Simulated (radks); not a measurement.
The germanium anion Ge4-, [Kr], held by a Watson sphere: a shell of charge +4 at radius R that stands for the Madelung well of a crystal (potential energy -4/R inside, -4/r outside, in hartree with lengths in bohr). Calculated with a radial shooting solver on a logarithmic mesh with Libxc functionals: scalar-relativistic Kohn-Sham, PBE, spin-polarised, spherical densities, finite nucleus; Fermi nuclear charge, rms radius of each element as measured or else 0.836 A^(1/3) + 0.57 fm. Response by self-consistent Sternheimer equations with the Hartree and adiabatic LDA kernel, the relativistic mass of each level held fixed and spin-orbit coupling left out. The sphere does not respond.

[
 {"R (bohr)": "2.62", "e(3d) (eV)": "-27.890", "e(4s) (eV)": "-14.016", "e(4p) (eV)": "-6.743", "<r> 4p (bohr)": "2.757", "sum of <r^2> (bohr^2)": "75.07", "X-ray form factor at sin(theta)/lambda = 0.1 1/angstrom": "31.627", "alpha (bohr^3)": "52.88"},
 {"R (bohr)": "3.69", "e(3d) (eV)": "-26.592", "e(4s) (eV)": "-11.074", "e(4p) (eV)": "-4.934", "<r> 4p (bohr)": "3.363", "sum of <r^2> (bohr^2)": "103.5", "X-ray form factor at sin(theta)/lambda = 0.1 1/angstrom": "30.684", "alpha (bohr^3)": "121.6"},
 {"R (bohr)": "3.95", "e(3d) (eV)": "-26.501", "e(4s) (eV)": "-10.620", "e(4p) (eV)": "-4.590", "<r> 4p (bohr)": "3.514", "sum of <r^2> (bohr^2)": "111.3", "X-ray form factor at sin(theta)/lambda = 0.1 1/angstrom": "30.489", "alpha (bohr^3)": "147.8"},
 {"R (bohr)": "4.17", "e(3d) (eV)": "-26.448", "e(4s) (eV)": "-10.299", "e(4p) (eV)": "-4.327", "<r> 4p (bohr)": "3.643", "sum of <r^2> (bohr^2)": "118.2", "X-ray form factor at sin(theta)/lambda = 0.1 1/angstrom": "30.335", "alpha (bohr^3)": "173.7"},
 {"R (bohr)": "4.24", "e(3d) (eV)": "-26.434", "e(4s) (eV)": "-10.208", "e(4p) (eV)": "-4.249", "<r> 4p (bohr)": "3.685", "sum of <r^2> (bohr^2)": "120.4", "X-ray form factor at sin(theta)/lambda = 0.1 1/angstrom": "30.289", "alpha (bohr^3)": "182.6"},
 {"R (bohr)": "4.59", "e(3d) (eV)": "-26.389", "e(4s) (eV)": "-9.822", "e(4p) (eV)": "-3.894", "<r> 4p (bohr)": "3.893", "sum of <r^2> (bohr^2)": "132.1", "X-ray form factor at sin(theta)/lambda = 0.1 1/angstrom": "30.073", "alpha (bohr^3)": "233.5"},
 {"R (bohr)": "4.69", "e(3d) (eV)": "-26.381", "e(4s) (eV)": "-9.732", "e(4p) (eV)": "-3.803", "<r> 4p (bohr)": "3.953", "sum of <r^2> (bohr^2)": "135.6", "X-ray form factor at sin(theta)/lambda = 0.1 1/angstrom": "30.017", "alpha (bohr^3)": "250.0"}
]
